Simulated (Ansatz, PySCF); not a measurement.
C2H9AlBNO2 (SMILES CB(C)[NH][Al]([OH])[OH]), singlet, at a GFN2-xTB geometry (such geometries of metal compounds can be far from the true shape), atoms displaced at random by about 0.08 Å a coordinate. Base run: B3LYP/STO-3G, gradient in PySCF.

Here is a job for PySCF.
```python
from pyscf import gto, scf, dft

mol = gto.Mole()
mol.atom = '''
    B    -1.653801   -0.235292    0.108467
    C    -2.894791   -1.064620    0.737393
    C    -1.864013    1.131061   -0.836626
    N    -0.244914   -0.459107    0.594497
    Al    1.319890    0.117567    0.086798
    O     2.389597   -0.671641    0.816823
    O     1.823510    1.087682   -1.202039
    H    -2.707381   -1.840713    1.253739
    H    -3.718960   -1.216738   -0.008076
    H    -3.398020   -0.448526    1.561050
    H    -2.140292    0.797501   -1.945182
    H    -0.994725    1.874931   -0.826779
    H    -2.777783    1.643526   -0.659949
    H    -0.250492   -1.423203    1.153967
    H     3.371134   -0.925784    1.183774
    H     1.386078    1.620140   -1.929620
'''
mol.basis = 'sto-3g'
mol.charge = 0
mol.spin = 0
mol.verbose = 4
mol.build()

mf = dft.RKS(mol)
mf.xc = 'b3lyp'
mf.kernel()
g = mf.nuc_grad_method()
grad = g.kernel()
```

Programs used: Ansatz (a program for electronic structure), PySCF; a row that names a program was run with it.

The coordinate followed is x of atom 12.

Variants of this job, named by their change:

| change | dE/dx (Eh/bohr) | net force (Eh/bohr) |
|---|---|---|
| base | 0.023140 | 0.000074 |
| grids.level = 0; grid_response = off | 0.023274 | 0.005040 |
| code = ansatz | 0.023140 | 0.000000 |
| conv_tol = 1e-6 | 0.023141 | 0.000074 |
| conv_tol = 1e-4 | 0.023151 | 0.000074 |
| finite difference step (bohr) = 1e-4; conv_tol = 1e-11 | 0.023138 | - |
| grids.level = 1; grid_response = off | 0.023173 | 0.000327 |
| finite difference step (bohr) = 0.01; conv_tol = 1e-11 | 0.023132 | - |
| finite difference step (bohr) = 0.05; conv_tol = 1e-11 | 0.023002 | - |
| grids.level = 0; grid_response = on | 0.022228 | 0.000000 |
| finite difference step (bohr) = 1e-5; conv_tol = 1e-11 | 0.023138 | - |
| grids.level = 5; grid_response = off | 0.023139 | 0.000029 |

The net force is zero for an exact gradient.
